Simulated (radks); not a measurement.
Question: These are the eigenvalues of the occupied orbitals of an atom or ion with whole-number occupations (Ry). All-electron calculation, scalar-relativistic Kohn-Sham, exchange-only B88, spin-unpolarised, spherical densities, finite nucleus; Fermi nuclear charge, rms radius of each element as measured or else 0.836 A^(1/3) + 0.57 fm. Program: a radial shooting solver on a logarithmic mesh with Libxc functionals.

orbital  eigenvalue
1s         -2.83731

Which element is it, and in what charge state? The configuration may be excited.

Answer: Z = 2, helium, charge +1: He+ in 1s1. The 1s level, -1.4187 hartree, gives Z - s = 1.7 by -(Z - s)^2/2, which with screening and relativity narrows Z to a few neighbours, and the depths must fix Z and the occupations together.
